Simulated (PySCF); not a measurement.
PySCF input (MN15/def2-TZVPD):

```python
from pyscf import gto, scf, dft

mol = gto.M(
    atom='''
    Pb   -0.00000000   -0.00000000   -1.35978022
    Pb    0.00000000    0.00000000    1.32142475
    H     0.00000000    0.00000000    3.14514853
    ''',
    basis='def2-tzvpd',
    ecp='def2-tzvp',
    charge=-1,
    spin=0,
    verbose=4,
)

mf = dft.RKS(mol, xc='mn15').density_fit(auxbasis='def2-universal-jkfit')
mf.grids.level = 4
mf.conv_tol = 1e-9
mf.max_cycle = 100
mf.max_memory = 1500
mf.kernel()
if not mf.converged:
    mf = mf.newton()
    mf.kernel(mf.make_rdm1())
mf.analyze()
```

Output:

```
ECP def2-tzvp not found for  H
PySCF version 2.14.0

[INPUT] verbose = 4
[INPUT] num. atoms = 3
[INPUT] num. electrons = 46
[INPUT] charge = -1
[INPUT] spin (= nelec alpha-beta = 2S) = 0
[INPUT] symmetry False subgroup None
[INPUT] Mole.unit = angstrom
[INPUT] Symbol           X                Y                Z      unit          X                Y                Z       unit  Magmom
[INPUT]  1 Pb     0.000000000000   0.000000000000  -1.359780220000 AA    0.000000000000   0.000000000000  -2.569612205401 Bohr   0.0
[INPUT]  2 Pb     0.000000000000   0.000000000000   1.321424750000 AA    0.000000000000   0.000000000000   2.497130871722 Bohr   0.0
[INPUT]  3 H      0.000000000000   0.000000000000   3.145148530000 AA    0.000000000000   0.000000000000   5.943469342778 Bohr   0.0

nuclear repulsion = 104.492719859964
number of shells = 41
number of NR pGTOs = 205
number of NR cGTOs = 121
basis = def2-tzvpd
ecp = def2-tzvp

******** <class 'pyscf.df.df_jk.DFRKS'> ********
method = DFRKS
initial guess = minao
damping factor = 0
level_shift factor = 0
DIIS = <class 'pyscf.scf.diis.CDIIS'>
diis_start_cycle = 1
diis_space = 8
diis_damp = 0
SCF conv_tol = 1e-09
SCF conv_tol_grad = None
SCF max_cycles = 100
direct_scf = False
XC library pyscf.dft.libxc version 7.1.2
    S. Lehtola, C. Steigemann, M. J. T. Oliveira, and M. A. L. Marques,  SoftwareX 7, 1–5 (2018)
XC functionals = mn15
    H. S. Yu, X. He, S. L. Li, and D. G. Truhlar,  Chem. Sci. 7, 5032–5051 (2016)
    H. S. Yu, X. He, S. L. Li, and D. G. Truhlar,  Chem. Sci. 7, 5032–5051 (2016)
radial grids:
    Treutler-Ahlrichs [JCP 102, 346 (1995); DOI:10.1063/1.469408] (M4) radial grids

becke partition: Becke, JCP 88, 2547 (1988); DOI:10.1063/1.454033
pruning grids: <function nwchem_prune>
grids dens level: 4
symmetrized grids: False
atomic radii adjust function: <function treutler_atomic_radii_adjust>
small_rho_cutoff = 0
Set gradient conv threshold to 3.16228e-05
Initial guess from minao.
tot grids = 82384
******** <class 'pyscf.df.df.DF'> ********
auxbasis = def2-universal-jkfit
init E= -321.828647021796
  HOMO = -0.909613294534646  LUMO = -0.793972811498573  gap/eV = 3.14674
cycle= 1 E= -383.657368139788  delta_E= -61.8  |g|= 2.99  |ddm|= 15.8

WARN: HOMO 0.181114114489596 == LUMO 0.181114114489598

[...]
cycle= 14 E= -385.660000713028  delta_E= -1.93e-10  |g|= 3.03e-06  |ddm|= 5.02e-05
  HOMO = -0.0322241891554398  LUMO = 0.101048810183135  gap/eV = 3.62654
Extra cycle  E= -385.660000713043  delta_E= -1.53e-11  |g|= 2.31e-06  |ddm|= 1.93e-05
converged SCF energy = -385.660000713043
**** SCF Summaries ****
Total Energy =                        -385.660000713043360
Nuclear Repulsion Energy =             104.492719859964382
One-electron Energy =                 -888.586059147803326
Two-electron Energy =                  398.433338574795584
Two-electron Coulomb Energy =          430.148780214657279
DFT Exchange-Correlation Energy =      -31.715441639861716
HOMO-LUMO gap [eV] =                     3.626543031045155
**** MO energy ****
MO #1   energy= -5.22299435441162  occ= 2
MO #2   energy= -5.22031294244426  occ= 2
MO #3   energy= -3.10335239120352  occ= 2
MO #4   energy= -3.09740482043171  occ= 2
MO #5   energy= -3.09740458665008  occ= 2
MO #6   energy= -3.09676242729006  occ= 2
MO #7   energy= -3.09635533396781  occ= 2
MO #8   energy= -3.09635508510987  occ= 2
MO #9   energy= -0.716744760616016 occ= 2
MO #10  energy= -0.696961399068472 occ= 2
MO #11  energy= -0.696961349945694 occ= 2
MO #12  energy= -0.685333928497383 occ= 2
MO #13  energy= -0.685330499175616 occ= 2
MO #14  energy= -0.682516692916065 occ= 2
MO #15  energy= -0.682513302267953 occ= 2
MO #16  energy= -0.679363496790971 occ= 2
MO #17  energy= -0.679363438074161 occ= 2
MO #18  energy= -0.675665095392025 occ= 2
MO #19  energy= -0.407455213796292 occ= 2
MO #20  energy= -0.322135107029875 occ= 2
MO #21  energy= -0.134025822178359 occ= 2
MO #22  energy= -0.0322242062879432 occ= 2
MO #23  energy= -0.0322241891554398 occ= 2
MO #24  energy= 0.101048810183135  occ= 0
MO #25  energy= 0.101048835578709  occ= 0
MO #26  energy= 0.102021184537799  occ= 0
MO #27  energy= 0.139289829947474  occ= 0
MO #28  energy= 0.166209231387442  occ= 0
MO #29  energy= 0.193866771840155  occ= 0
MO #30  energy= 0.193866814483059  occ= 0
MO #31  energy= 0.202966966935734  occ= 0
MO #32  energy= 0.220973705922345  occ= 0
MO #33  energy= 0.220973982829482  occ= 0
MO #34  energy= 0.235023691745345  occ= 0
MO #35  energy= 0.235023737260851  occ= 0
MO #36  energy= 0.243047715153249  occ= 0
MO #37  energy= 0.243047737833558  occ= 0
MO #38  energy= 0.246452355206592  occ= 0
MO #39  energy= 0.25831952139741   occ= 0
MO #40  energy= 0.258319524125764  occ= 0
MO #41  energy= 0.301125078557194  occ= 0
MO #42  energy= 0.348573024728356  occ= 0
MO #43  energy= 0.35893215097394   occ= 0
MO #44  energy= 0.358932166948965  occ= 0
MO #45  energy= 0.370103066816971  occ= 0
MO #46  energy= 0.426377840934885  occ= 0
MO #47  energy= 0.426377993395874  occ= 0
MO #48  energy= 0.449336466261617  occ= 0
MO #49  energy= 0.449336765285883  occ= 0
MO #50  energy= 0.473041339846693  occ= 0
MO #51  energy= 0.47304145142899   occ= 0
MO #52  energy= 0.477030799267737  occ= 0
MO #53  energy= 0.513691278377625  occ= 0
MO #54  energy= 0.513691659511583  occ= 0
MO #55  energy= 0.517057195959234  occ= 0
MO #56  energy= 0.559146663065381  occ= 0
MO #57  energy= 0.596996545107856  occ= 0
MO #58  energy= 0.596996551381337  occ= 0
MO #59  energy= 0.656971537114945  occ= 0
MO #60  energy= 0.734160163047542  occ= 0
MO #61  energy= 0.789207469261634  occ= 0
MO #62  energy= 0.789207621238657  occ= 0
MO #63  energy= 0.80051655616408   occ= 0
MO #64  energy= 0.800516583526587  occ= 0
MO #65  energy= 0.824590136024755  occ= 0
MO #66  energy= 0.848494282779734  occ= 0
MO #67  energy= 0.848494282779996  occ= 0
MO #68  energy= 0.884340561475356  occ= 0
MO #69  energy= 0.884340561475866  occ= 0
MO #70  energy= 0.915961012594101  occ= 0
MO #71  energy= 0.915961048122909  occ= 0
MO #72  energy= 0.951129632763003  occ= 0
MO #73  energy= 0.965908182973895  occ= 0
MO #74  energy= 0.965908331715042  occ= 0
MO #75  energy= 0.979311797084843  occ= 0
MO #76  energy= 0.979311842392654  occ= 0
MO #77  energy= 1.07159137825252   occ= 0
MO #78  energy= 1.16178771152551   occ= 0
MO #79  energy= 1.16178771927334   occ= 0
MO #80  energy= 1.17371990887896   occ= 0
MO #81  energy= 1.23673736990236   occ= 0
MO #82  energy= 1.23673740203602   occ= 0
MO #83  energy= 1.24950646049334   occ= 0
MO #84  energy= 1.24950714803219   occ= 0
MO #85  energy= 1.25093107641986   occ= 0
MO #86  energy= 1.28434116462041   occ= 0
MO #87  energy= 1.28434200299054   occ= 0
MO #88  energy= 1.31671562962797   occ= 0
MO #89  energy= 1.34684491624498   occ= 0
MO #90  energy= 1.34684492185208   occ= 0
MO #91  energy= 1.64506733869932   occ= 0
MO #92  energy= 1.84553306441079   occ= 0
MO #93  energy= 1.84553307706394   occ= 0
MO #94  energy= 2.1851750049956    occ= 0
MO #95  energy= 2.18518288262811   occ= 0
MO #96  energy= 2.21458486221161   occ= 0
MO #97  energy= 2.21458486221507   occ= 0
MO #98  energy= 2.24235084117116   occ= 0
MO #99  energy= 2.24235084117445   occ= 0
MO #100 energy= 2.24346444012416   occ= 0
MO #101 energy= 2.29522677148121   occ= 0
MO #102 energy= 2.29522680712755   occ= 0
MO #103 energy= 2.30863822960827   occ= 0
MO #104 energy= 2.30864625509757   occ= 0
MO #105 energy= 2.51571935517442   occ= 0
MO #106 energy= 2.51571936971089   occ= 0
MO #107 energy= 2.5212115526054    occ= 0
[...]
```

It need not be the lowest isomer of its formula. Whether it binds its extra electron was not tested at this geometry.
